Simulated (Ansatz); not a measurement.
Mulliken charges of CH6GeNO (`C[O][GeH][NH2]`) radical from r2SCAN/def2-TZVPP in Ansatz (PBE0-D4/def2-TZVP geometry).

| atom | x (Å) | y (Å) | z (Å) | charge (e) |
| --- | --- | --- | --- | --- |
| C1 | -1.543 | -0.126 | -0.975 | 0.036 |
| O2 | -0.181 | 0.127 | -0.732 | -0.419 |
| Ge3 | 0.656 | -0.636 | 0.647 | 0.386 |
| N4 | 2.036 | 0.556 | 0.896 | -0.395 |
| H5 | -1.684 | -0.397 | -2.025 | 0.052 |
| H6 | -1.948 | -0.941 | -0.361 | 0.042 |
| H7 | -2.132 | 0.774 | -0.767 | 0.053 |
| H8 | -0.309 | -0.574 | 1.888 | -0.048 |
| H9 | 2.834 | 0.200 | 1.405 | 0.141 |
| H10 | 2.354 | 0.966 | 0.026 | 0.152 |

Problem. By hand: the dipole of these point charges (1 e Å = 4.8032 D).

Solution. Σ q r = (-0.041, -0.339, 0.118) e Å, of length 0.361 e Å = 1.73 D.

Problem. How does the dipole of the full density compare? (An estimate is asked.)

Solution. Computed: (0.108, -0.134, 0.017) e Å, 0.83 D; the point charges give 2.08 times that, at 47° from its direction.

Point charges leave out the atoms' own dipoles, such as those of lone pairs, and Mulliken's split depends on the basis, so the two needn't agree.
